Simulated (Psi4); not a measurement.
C3H7, charge -1, singlet, at a GFN2-xTB geometry (a gas-phase anion, which may not be bound at this level). Base run: Psi4 with PBE/pcseg-1.

Psi4 was given this input:
```
memory 2 GB

molecule mol {
-1 1
  C    -0.107805    0.000543    0.680041
  C    -0.021906    1.233441   -0.218470
  C    -0.006462   -1.234393   -0.214053
  H     0.843090    0.007604    1.300384
  H     0.012964    2.153589    0.381103
  H     0.039908   -2.151880    0.388809
  H     0.857628    1.285900   -0.921854
  H    -0.913313    1.303024   -0.860491
  H    -0.896914   -1.317425   -0.855800
  H     0.873675   -1.278357   -0.917264
}

set basis pcseg-1
set reference rks

energy('pbe')
print_variables()
```

Variants of this job, named by their change:

| change | ΔE vs base (mEh) | point group used | SCF cycles |
|---|---|---|---|
| base | 0.000 | c1 | 9 |
| molecule keys = symmetry c1 | 0.000 | c1 | 9 |
| molecule keys = symmetry c1, no_reorient, no_com | 0.000 | c1 | 9 |
| molecule keys = no_reorient | 0.000 | c1 | 9 |
| jitter_ang = 0.002 | -0.038 | c1 | 10 |

A gas-phase anion may not be bound at this level; its values then depend on the basis.
